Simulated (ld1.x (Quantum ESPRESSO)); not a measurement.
What one change does to a pseudopotential (Cu (Z = 29), TM)

```json
{
  "Element": "copper (Cu)",
  "Generator": "ld1.x (Quantum ESPRESSO) 7.5",
  "Type": "norm-conserving Troullier–Martins (Kleinman–Bylander form)",
  "Functional": "PBE",
  "Relativity": "scalar-relativistic",
  "Frozen core": "[Ar]",
  "Valence charge": "11",
  "Reference configuration": "3d10 4s1 4p0",
  "Partial waves": "4s (bound): rc 1.75 bohr; 4p (bound, empty): rc 2.60 bohr; 3d (bound): rc 1.30 bohr",
  "Local potential": "all-electron potential smoothed inside 1.65 bohr (lloc = -1)",
  "Core correction": "a·sin(br)/r model core inside 1.15 bohr"
}
```

Change: reference 3d9 4s0 4p0.

Cutoffs: the cutoffs (Ry, on a coarse ladder) from which the occupation-weighted sum of valence levels, in a spherical-Bessel basis at the reference potential, stays within 10 and 1 mRy of its value at 400 Ry; they do not see the model core or the augmentation charge, which bear on the density cutoff. Errors are all-electron minus pseudo energies relative to the spin-unpolarised reference configuration.

Q: What does the change do?

A: The potential gets neither clearly harder nor softer (160 Ry and 300 Ry → 160 Ry and 300 Ry); the number of tests that count goes from 6 to 7; the range in which the s phases agree narrows (upper end 1.1 → -0.2); the range in which the p phases agree narrows (upper end 2.2 → 1.0); neither file shows a bound ghost at the reference potential, the only one tested.

| quantity | base | changed |
| --- | --- | --- |
| cutoff, loose | 160 Ry | 160 Ry |
| cutoff, tight | 300 Ry | 300 Ry |
| bound ghosts | none | none |
| tests counted (converged, no solver errors) | 6 of 7 | 7 of 7 |
| s: phases at 2.86 bohr within 0.05 rad from the reference energy up to (Ry; the scan ends near 5) | 1.1 | -0.2 |
| p: phases at 2.86 bohr within 0.05 rad from the reference energy up to (Ry; the scan ends near 5) | 2.2 | 1.0 |
| d: phases at 2.86 bohr within 0.05 rad from the reference energy up to (Ry; the scan ends near 5) | 1.1 | -0.3 |

Base: Tests not counted: 3d9 4s0 4p0 (solver errors, printed error -69 meV). These tests converged, but a pseudo level misses the all-electron one widely, so the file describes the atom poorly there or has found another state: 3d7 4s0 4p0: empty 4s by 6.2 eV (a node warning on the way).
